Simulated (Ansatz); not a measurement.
Z-matrix (Å, degrees):
```
W
O 1 1.885
O 1 1.882 2 90.4
F 1 1.859 2 85.1 3 -156.7
O 1 1.681 2 108.4 3 100.1
F 1 1.878 2 140.7 3 -83.8
H 2 0.960 1 122.0 3 -33.9
H 3 0.959 1 128.0 2 -93.7
```

The species carries charge 0 and has multiplicity 1. W takes the def2 core potential.

(1) List the PBE0/def2-TZVPP orbital energies in eV (Ansatz 0.2.0). (Best estimate.)

Answers

(1) Ansatz gave: Occupied: -674.06, -673.97, -524.05, -523.94, -523.78, -85.63, -48.81, -48.58, -48.52, -32.72, -32.56, -28.67, -28.48, -26.72, -16.09, -15.61, -14.11, -13.79, -13.61, -13.12, -12.87, -12.09, -11.69, -11.48, -11.33, -10.98, -10.48, -10.27, -9.80. Lowest empty: -3.11, -1.64, -1.17, -0.38, 0.11, 0.83, 1.81, 2.18.
